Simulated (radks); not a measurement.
Results of a calculation; reference values are marked as such.
Q: Species: Bi63+. Configuration: [Ar] 3d2. Code: a radial shooting solver on a logarithmic mesh with Libxc functionals. Model: scalar-relativistic Kohn-Sham, LDA (Slater exchange, VWN5 correlation), spin-polarised, spherical densities, finite nucleus; open shells are filled with parallel spins first (spin-orbit coupling, left out, can overturn this in heavy ions); Fermi nuclear charge, rms radius 5.5211 fm. Some entries of the table are withheld. Estimate them.

| orbital | occ. | eigenvalue (hartree) | <1/r> (bohr^-1) |
|---|---|---|---|
| 1s up | 1 | -3503.864 | 103.1 |
| 1s down | 1 | -3503.849 | 103.1 |
| 2s up | 1 | -770.1947 | 24.40 |
| 2s down | 1 | -769.7205 | 24.41 |
| 2p up | 3 | (1) | 21.35 |
| 2p down | 3 | (2) | 21.36 |
| 3s up | 1 | -296.6049 | 9.602 |
| 3s down | 1 | -296.0595 | 9.589 |
| 3p up | 3 | -271.8201 | 8.728 |
| 3p down | 3 | -271.2773 | 8.716 |
| 3d up | 2 | -251.0365 | 8.191 |
| 3d down | 0 | -250.3586 | 8.184 |

A: 
(1) 2p up eigenvalue (hartree): -684.8617
(2) 2p down eigenvalue (hartree): -684.4663
